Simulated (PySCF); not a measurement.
C2H7ClSi3, SMILES C=C1[SiH2][SiH2][Si@H]1Cl.

Coordinates come from a PBE0-D3(BJ)/def2-SVP optimisation. The geometry has at least one imaginary mode, so it is a saddle point at that level. The structure was generated by enumeration; whether it is a known compound was not checked.

Two levels are set side by side: PBE/def2-TZVP (PySCF) and B3LYP/def2-TZVP (PySCF). Same geometry, gas phase. Differences are taken from unrounded values.

| quantity | B3LYP | PBE | PBE minus B3LYP |
|---|---|---|---|
| orbital gap (eV) | 4.96 | 3.40 | -1.56 |
| highest occupied level (eV) | -7.15 | -6.32 | 0.84 |
| lowest empty level (eV) | -2.19 | -2.92 | -0.73 |
| dipole moment (D) | 1.63 | 1.57 | -0.06 |
| mean polarisability (bohr³) | 120.1 | 123.6 | 3.5 |

PBE's occupied levels lie high since its potential decays too fast outside the molecule; exact exchange lowers them and widens the gap. Differences between two approximate levels are no errors against the true value.

Rough cost on one machine, each run with all the roots and properties that it gave: B3LYP against PBE within a factor of 2.
